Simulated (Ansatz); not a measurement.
`CB(N)O[SiH3]` → B• + C• + 8 H• + N• + O• + Si•  (atomization)

Computed with Ansatz on PBE0-D4/def2-TZVP structures; ΔE is electronic, products minus reactants. CCSD(T)/CBS adds triple-zeta CCSD(T) − MP2 to the extrapolated MP2 energy (def2 sets, frozen cores). This one scheme is used for every species, atoms too. DFT in def2-TZVPP. HSE06 is defined as in plane-wave codes. No spin–orbit coupling; open shells (•) take unrestricted orbitals. Spin–orbit coupling would lower the free atoms: a little for B, C, O, Si. Each species was taken in one conformer, which may not be the lowest.

`CB(N)O[SiH3]`:

Cartesian coordinates in Å:
```
C 0.964 0.739 0.886
B -0.333 -0.130 0.666
N -1.154 -0.526 1.731
O -0.715 -0.540 -0.597
Si -0.069 -0.312 -2.085
H 0.905 1.676 0.323
H 1.145 0.994 1.932
H 1.850 0.213 0.516
H -1.981 -1.080 1.591
H -0.969 -0.283 2.686
H 1.303 -0.882 -2.166
H -0.945 -1.004 -3.061
H 0.000 1.135 -2.424
```

**Question.** What is ΔE at CCSD(T)/CBS? (Estimate.)

**Answer.** Computed: +4952.6 kJ/mol.

**Question.** What do these levels give: PBE-D4, r2SCAN-D4, r2SCAN0-D4, B2PLYP, PBE, BLYP, PBE0, HSE06, HF/def2-SVP, MP2/def2-SVP, HF/def2-QZVPP, MP2/CBS(def2)? (Best estimate.)

**Answer.** The calculation gave: PBE-D4 5003.2, r2SCAN-D4 4959.9, r2SCAN0-D4 4900.0, B2PLYP 4915.1, PBE 4978.9, BLYP 4896.0, PBE0 4918.2, HSE06 4922.7, HF/def2-SVP 3724.8, MP2/def2-SVP 4723.2, HF/def2-QZVPP 3721.5, MP2/CBS(def2) 5012.7 kJ/mol.

Largest T1 diagnostic among the species: 0.014.

Leaving LDA and LC-ωPBE aside and taking each functional with its dispersion term where it has one, the values, not all of them listed here, spread over 144.5 kJ/mol, from BHLYP-D4 to PBE-D4. LDA lies +607.7 kJ/mol from PBE without D4, its usual overbinding. At CCSD(T), def2-SVP lies −274.5 kJ/mol from the extrapolated value and def2-TZVPP −124.5 kJ/mol: correlation converges slowly with the basis, and small sets miss more of it in the bonded molecule than in its fragments. The D4 term adds +38.8 kJ/mol with B3LYP and +20.6 kJ/mol with PBE0; it sums over pairs of atoms, weighted by their polarisabilities, and B3LYP, whose exchange is more repulsive, gets the larger term.

B3LYP here is the variant with VWN-RPA as its local correlation; programs differ in this.

For atomizations the MP2-based limit and the directly extrapolated one differ by several kJ/mol either way, and by 10 to 25 for some Ge, Se and Sn compounds, so smaller differences from it don't rank the levels.
